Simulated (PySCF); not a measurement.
C6H6O2S.
Bonds: C1–C2 (double), C2–C3, C3–C4 (double), C4–S5, S5–O6 (double), S5–O7 (double), S5–C8, C8–C9 (double), C3–C9. Hydrogens: H10, H11 on C1; H12 on C2; H13 on C4; H14 on C8; H15 on C9.

The calculation used PySCF, PBE/def2-SV(P) geometry optimisation, gas phase.

What internal coordinates does the optimisation give?

| bond | length (Å) | order |
| --- | --- | --- |
| C1=C2 | 1.354 | double |
| C2–C3 | 1.459 | single |
| C3=C4 | 1.363 | double |
| C4–S5 | 1.795 | single |
| S5=O6, S5=O7 | 1.481 | double |
| S5–C8 | 1.808 | single |
| C8=C9 | 1.347 | double |
| C3–C9 | 1.494 | single |
| C1–H10 | 1.104 | single |
| C1–H11 | 1.103 | single |
| C2–H12 | 1.105 | single |
| C4–H13 | 1.099 | single |
| C8–H14 | 1.099 | single |
| C9–H15 | 1.101 | single |

Bonds in one row agree within 0.01 Å and their mean is given. Orders are formal, as drawn. A selection of angles:
| angle | degrees |
| --- | --- |
| C1–C2–C3 | 126.0 |
| C2–C3–C4 | 123.9 |
| C2–C3–C9 | 123.5 |
| C4–C3–C9 | 112.6 |
| C3–C4–S5 | 110.9 |
| C4–S5–O6 | 110.6 |
| C4–S5–O7 | 110.5 |
| C4–S5–C8 | 91.7 |
| O6–S5–O7 | 119.8 |
| O6–S5–C8 | 110.4 |
| S5–C8–C9 | 109.9 |
| C3–C9–C8 | 114.9 |

Dihedral angles: C1–C2–C3–C4 -179° (antiperiplanar); C2–C3–C4–S5 179° (antiperiplanar); C3–C4–S5–O6 113° (anticlinal); C4–S5–C8–C9 0° (synperiplanar); S5–C8–C9–C3 0° (synperiplanar); C2–C3–C9–C8 180° (antiperiplanar).

The C–C distances run from 1.347 Å (C8=C9, drawn double) to 1.494 Å (C3–C9, drawn single), a spread of 0.147 Å. S5 (sulfonyl sulfur) has angles from 91.7° to 119.8°. Of the pairs four or more bonds apart, H10···H15 is among the closest relative to their van der Waals radii: 2.22 Å, 93 % of the sum of Bondi's values. The 5-membered ring C3–C4–S5–C8–C9 has internal angles of 91.7° to 114.9°; it is planar, 0.00 Å rms from its mean plane, widest ring torsion 0°.

Point group: Cs (tolerance 0.08 Å). Stationary, but not proved a minimum. The numbers are those of one conformer.

The run took 69 s wall on Arm Neoverse V2, one thread, shared host with 32 logical CPUs at a one-minute load of 9.9, and the process peaked at 0.66 GiB of memory. This is the geometry optimisation.
